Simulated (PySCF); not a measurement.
## Excitation energy of Cl⁺ by level of theory

Cl⁺ [Ne] 3s2 3p4 (3P) → Cl⁺ [Ne] 3s2 3p3 3d1 (5D), as a difference of total energies. All numbers are calculated (PySCF 2.14, no relativity, point nucleus, in aug-cc-pwCVDZ). Correlated levels: nothing frozen. The calculations carry no spin-orbit coupling.

```tsv
method	excitation energy (eV)	error (eV)
UHF	13.691	+0.058
MP2 (all electrons)	14.433	+0.800
SCS-MP2 (all electrons)	14.445	+0.812
CCSD (all electrons)	14.423	+0.790
CCSD(T) (all electrons)	14.446	+0.813
```

Reference: 13.633 eV (measured; NIST levels, between the centres of gravity of the two terms).

Errors of the correlated levels include the incompleteness of this basis.

The promoted electron is Rydberg-like, and one or two diffuse shells describe it only roughly, which tends to raise the upper state.
